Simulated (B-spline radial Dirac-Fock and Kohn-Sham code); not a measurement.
# The Cl-like isoelectronic sequence (17 electrons), Z = 53 to 62

The computed values come from a radial finite-basis atomic code: ΔSCF Dirac-Fock with Breit, self-energy and vacuum polarisation, finite nucleus, configuration average. Binding energies in eV, tabulated ground configurations ([Ne] 3s2 3p5 throughout). Electron correlation is not included.

```tsv
ion	2s	2p1/2	3s	outermost level	NIST ionisation energy
I³⁶⁺	7175.8	6852.5	2708.4	2536.9 (3p)	2510 ± 5
Xe³⁷⁺	?	?	?	?	?
Cs³⁸⁺	7861.3	7521.3	2986.0	2798.4 (3p)	2767 ± 4
Ba³⁹⁺	8217.4	7869.0	3130.4	2934.2 (3p)	2901 ± 4
La⁴⁰⁺	8582.5	8225.5	3278.5	3073.4 (3p)	3036 ± 4
Ce⁴¹⁺	8956.8	8591.1	3430.3	3215.9 (3p)	3176 ± 4
Pr⁴²⁺	9340.4	8965.9	3586.0	3361.7 (3p)	3319 ± 4
Nd⁴³⁺	9733.4	9349.9	3745.5	3511.0 (3p)	3465 ± 4
Pm⁴⁴⁺	10135.8	9743.3	3908.8	3663.7 (3p)	3613 ± 4
Sm⁴⁵⁺	10547.9	10146.3	4076.1	3819.8 (3p)	3766 ± 4
```

Q: Fill in the row of Xe³⁷⁺.

A: 2s 7514.1, 2p1/2 7182.6, 3s 2845.4, outermost 2666.0 (3p), NIST 2637 ± 4 eV.

NIST's values are for the lowest levels; a dash marks a value that is missing or belongs to another shell. Their kind here: theoretical. Where a p, d or f shell is open in either ion the computed value averages over both j values and all terms, while the table refers to the lowest levels; that difference holds spin-orbit splitting (largest in heavy or highly charged ions), term energies where several electrons share open shells, and correlation, and it can reach 10 % or more.
